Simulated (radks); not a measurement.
Problem. Coulomb parameter of the 4f shell of the ytterbium ion Yb2+ in the model configuration [Xe] 4f12 6p2, as a second difference U = [E(n + 0.5) + E(n - 0.5) - 2 E(n)] / (0.5)^2 with all orbitals relaxed. "Bare": the charge of the atom changes with n. "Screened": the 6p shell takes up the change at fixed total charge, which measures U(4f,4f) + U(6p,6p) - 2 U(4f,6p). All-electron calculation, scalar-relativistic Kohn-Sham, PBE, spin-unpolarised, spherical densities, point nucleus. Program: a radial shooting solver on a logarithmic mesh with Libxc functionals. Estimate both.

Solution. U(bare) = 20.152 eV, U(screened by 6p) = 10.615 eV, against the Slater integral F0(4f,4f) = 36.120 eV with frozen orbitals.
